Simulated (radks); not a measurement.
Spherical quantum dot in the effective-mass picture: electrons in a parabolic well V = omega^2 r^2 / 2 with omega = 0.393, all in effective atomic units (hartree* = m*/eps^2 hartree, bohr* = eps/m* bohr), one dielectric constant everywhere. Method: non-relativistic Kohn-Sham, LDA (Slater exchange, Perdew-Wang correlation), spin-polarised, spherical densities; computed with a radial shooting solver with Libxc functionals. Levels are named by radial order and angular momentum (1s, 1p, 1d, 2s, ...), and open shells are averaged over m. Results are scaled to m* = 0.098 and eps = 11.7, for which hartree* = 19.48 meV and bohr* = 6.318 nm.

N = 6, configuration 1s2 1p(up 3, down 1). This is the lowest configuration that the search found. Occupied and some empty levels:

| level | occupation | eigenvalue (meV) | <r> (nm) |
|---|---|---|---|
| 1s up | 1 | 46.664 | 15.08 |
| 1s down | 1 | 47.440 | 15.05 |
| 1p up | 3 | 51.089 | 18.58 |
| 1p down | 1 | 51.872 | 18.71 |
| 1d up | 0 | 56.237 | 21.24 |
| 1d down | 0 | 56.948 | 21.42 |
| 2s up | 0 | 57.681 | 18.78 |
| 2s down | 0 | 58.195 | 18.89 |
| 1f up | 0 | 61.895 | 23.48 |
| 1f down | 0 | 62.509 | 23.68 |

Energy (meV): total 194.227, kinetic 32.931, external 76.557, Hartree 113.90, exchange-correlation -29.159.
